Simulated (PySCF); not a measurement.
# Br (bromine, neutral) across methods

[Ar] 3d10 4s1 4p5 5s1, high-spin 4P determinant (an excited configuration). Calculation: PySCF 2.14, in aug-cc-pVQZ-DK (8s7p5d3f2g, 93 functions); the spin-free X2C one-electron Hamiltonian (Gaussian nucleus).

```tsv
method	E (hartree)	mean ε 4p α (eV)	mean ε 4p β (eV)	mean ε 5s α (eV)	Σ⟨r²⟩ (bohr²)	⟨S²⟩
r2SCAN	-2605.423	-13.801	-11.549	-2.073	58.81	3.756
UHF	-2603.62518	-18.817	-14.051	-3.418	59.76	3.763
revPBE	-2605.295	-13.126	-11.250	-1.986	58.48	3.753
PBE	-2605.111	-13.130	-11.288	-2.013	58.30	3.753
PBE0	-2605.152	-14.758	-12.311	-2.471	58.52	3.754
wB97X-V	-2605.215	-17.100	-14.739	-3.615	58.59	3.753
wB97X	-2605.487	-17.128	-14.709	-3.512	58.46	3.754
LDA	-2601.718	-13.199	-11.457	-2.129	57.94	3.752
```

Problem. Estimate the same row for LC-wPBE.

Solution. E (hartree) = -2605.124; mean ε 4p α (eV) = -17.626; mean ε 4p β (eV) = -15.156; mean ε 5s α (eV) = -3.834; Σ⟨r²⟩ (bohr²) = 58.72; ⟨S²⟩ = 3.752.

The outer electron is Rydberg-like, and this basis confines it to a smaller radius and binds it less than a complete one would.
